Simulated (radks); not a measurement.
Values are calculated unless marked as measured or tabulated.
Charge is removed step by step from the 3p down level of the cobalt ion Co+, starting from [Ne] 3s2 3p(up 3, down 3) 3d8. Code: a radial shooting solver on a logarithmic mesh with Libxc functionals. Model: scalar-relativistic Kohn-Sham, PBE, spin-polarised, spherical densities, finite nucleus; open shells are filled with parallel spins first; Fermi nuclear charge, rms radius 3.7875 fm.

| removed (e) | E - E(0) (eV) | eigenvalue (eV) | E minus straight line (eV) |
|---|---|---|---|
| 0 | 0.000 | -67.872 | 0.000 |
| 0.25 | 17.408 | -71.483 | -1.466 |
| 0.5 | 35.752 | -75.362 | -1.994 |
| 0.75 | 55.096 | -79.471 | -1.524 |
| 1 | 75.493 | -83.782 | 0.000 |

Removing the whole electron costs 75.493 eV by Delta-SCF, against 67.872 eV from minus the eigenvalue at the starting occupation. Slater's transition state (half an electron removed) gives 75.362 eV. Integrating minus the eigenvalue over the occupation (Janak's theorem) gives 75.516 eV. In this scalar-relativistic scheme the density is built from large components alone, so the theorem holds only approximately. The mean slope of the eigenvalue, de/dn, is 15.9 eV per electron.
